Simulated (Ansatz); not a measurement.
A made-up structure of CH$_{2}$SiTe, singlet:

```json
{"atom": "Si1", "x (Å)": "-1.5432", "y (Å)": "-1.0308", "z (Å)": "-0.4386"}
{"atom": "C2", "x (Å)": "-0.2420", "y (Å)": "-0.1341", "z (Å)": "0.1923"}
{"atom": "Te3", "x (Å)": "1.1559", "y (Å)": "0.7103", "z (Å)": "1.2644"}
{"atom": "H4", "x (Å)": "-0.6497", "y (Å)": "-0.1463", "z (Å)": "1.1706"}
{"atom": "H5", "x (Å)": "2.4876", "y (Å)": "0.3047", "z (Å)": "0.3266"}
```

It is relaxed with PBE-D4/def2-SVP and then PBE0-D4/def2-TZVP (Ansatz 0.2.0). Atoms count as bonded within 1.22 times the sum of their covalent radii (H–H: 0.88 Å). The end point is not checked to be a true minimum.

(1) Does its bonding change? (A judgement: the text doesn't fix the answer.)

Answers

(1) Computed: Yes. Formed: Si1–Te3; broken: Te3–H4.

Where it ends: The first stage lowers the energy by 1.20 eV in 13 steps. It ends as CH₂SiTe ([CH]1[Si][TeH]1):
Si1  (-0.695, -0.427, -0.958)
C2  (-0.607, -0.215, 0.739)
Te3  (1.145, 0.936, 0.404)
H4  (-0.957, -0.342, 1.752)
H5  (2.323, -0.248, 0.578)
(Å)

Labels in which every atom is bracketed show which atoms are joined, not bond orders.

For scale, one of the runs: PBE0-D4/def2-TZVP relaxation, 130 basis functions, launched by `ansatz run in.yaml --threads 2 --pin off --events-out ev --progress --plain --max-ram 4352MiB`. The run took about 53 s on 2 CPU threads of an Arm Neoverse V2 (shared host).
